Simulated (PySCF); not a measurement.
**Heteronuclear NMR**

Atom-mapped SMILES (the numbers label the heavy atoms): `[CH3:1][CH2:2][C:3]1=[CH:4][SiH2:5][C:6]([C:7]#[N:8])=[CH:9][O:10]1`; H(Xn) means a hydrogen on atom n.

Theoretical values (PySCF): shielding tensors at PBE0/pcSseg-1 (GIAO), geometry: GFN2-xTB. Non-relativistic Hamiltonian, a single conformation, in vacuum, rapidly exchanging positions averaged.

Q: Where does 29Si resonate?

A: 
```json
{"atoms": "Si5", "environment": "silicon bonded to 2 C, 2 H, in a 6-membered ring", "σ (ppm)": "424.1", "δ (ppm)": "-68.7"}
```

Shieldings were converted by a linear fit to measured shifts: 29Si (scatter 8.9 ppm rms, 25.8 ppm with the 6 outliers that the fit left out vs TMS, solution or neat liquid). Occasional misses reach two or three times the rms, and more in compound classes unlike the fitted ones.

On a 400 MHz spectrometer 29Si resonates near 79.5 MHz, so 1 ppm is 79.5 Hz.

Q: Predict the 15N NMR data.

A: 
```
atoms       environment  σ (ppm)  δ (ppm)
   N8  nitrile nitrogen    -54.7    -97.6
```

Shieldings were converted by a linear fit to measured shifts: 15N (scatter 6.3 ppm rms vs CH3NO2, solution or neat liquid). A few per cent of atoms miss by over 2 rms, more outside the fitted compound classes.

On a 300 MHz spectrometer 15N resonates near 30.4 MHz, so 1 ppm is 30.4 Hz.

Q: Where does 17O resonate?

A: 
| atoms | environment | σ (ppm) | δ (ppm) |
| --- | --- | --- | --- |
| O10 | ether oxygen | 106.8 | 169.4 |

Shieldings were converted by a linear fit to measured shifts: 17O (scatter 10.7 ppm rms, 12.2 ppm with the 3 outliers that the fit left out vs liquid water, solution or neat liquid). A few per cent of atoms miss by over 2 rms, more outside the fitted compound classes.

On a 400 MHz spectrometer 17O resonates near 54.2 MHz, so 1 ppm is 54.2 Hz.
